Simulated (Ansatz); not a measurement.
Reaction (homolysis of the Br–Si bond): `O[Si](O)([SiH3])Br` → Br• + `O[Si](O)[SiH3]`•

Isolated molecules relaxed with PBE0-D4/def2-TZVP in Ansatz; ΔE leaves out vibrations. CCSD(T)/CBS adds triple-zeta CCSD(T) − MP2 to the extrapolated MP2 energy (def2 sets, frozen cores). DFT in def2-TZVPP. B3LYP here is the variant with VWN-RPA as its local correlation; programs differ in this. Open shells (•) are unrestricted, without spin–orbit coupling. Spin–orbit coupling would lower the free atoms: clearly for Br. Bonds to Br are less sure, by a few kJ/mol each and by 10 to 20 or more in all where they break to atoms, as the def2 sets lack core-valence functions. Scalar relativity is left out up to krypton. One conformer a species, not always the lowest.

`O[Si](O)([SiH3])Br`:

Z-matrix (Å, degrees):
```
Si
O 1 1.638
Si 1 2.331 2 115.0
O 1 1.627 2 108.8 3 120.8
Br 1 2.247 2 106.4 3 -119.5
H 2 0.959 1 117.5 3 92.2
H 3 1.486 1 110.4 2 61.0
H 3 1.487 1 108.2 2 -58.5
H 3 1.485 1 109.7 2 -177.8
H 4 0.960 1 118.3 2 50.5
```

`O[Si](O)[SiH3]`•:

```xyz
9

O     1.734   -0.779    0.621
Si    0.323   -0.840   -0.249
O    -0.701   -1.777    0.636
Si   -0.731    1.261   -0.499
H     2.522   -0.501    0.149
H    -0.312   -2.509    1.120
H     0.215    2.143   -1.237
H    -1.953    1.084   -1.327
H    -1.098    1.919    0.787
```

| level | ΔE (kJ/mol) |
| --- | --- |
| LDA (SPW92) | 475.0 |
| BLYP-D4 | 401.3 |
| PBE0-D4 | 422.9 |
| r2SCAN0-D4 | 420.2 |
| B3LYP | 395.8 |
| HF/def2-SVP | 323.3 |
| CCSD(T)/def2-SVP | 399.1 |
| SCS-MP2/def2-QZVPP | 441.2 |

Question: What does CCSD(T)/CBS give? (Best estimate.)

Answer: Ansatz gave: +441.5 kJ/mol. The listed levels differ from it by 33.5, -40.2, -18.6, -21.3, -45.7, -118.2, -42.4, -0.3 kJ/mol.

Largest T1 diagnostic among the species: 0.016.

From BLYP to BHLYP (50 % exact exchange), in def2-TZVPP and without D4, ΔE moves by +15.9 kJ/mol. In def2-TZVPP, CCSD(T) changes the Hartree–Fock value by +98.2 kJ/mol (the triples alone add +9.2 kJ/mol) and MP2 by +120.4 kJ/mol; breaking electron pairs costs correlation energy, which Hartree–Fock lacks.

CCSD(T)/CBS has its own doubt, a few kJ/mol and more with outer-core shells, so smaller differences from it don't rank the levels.
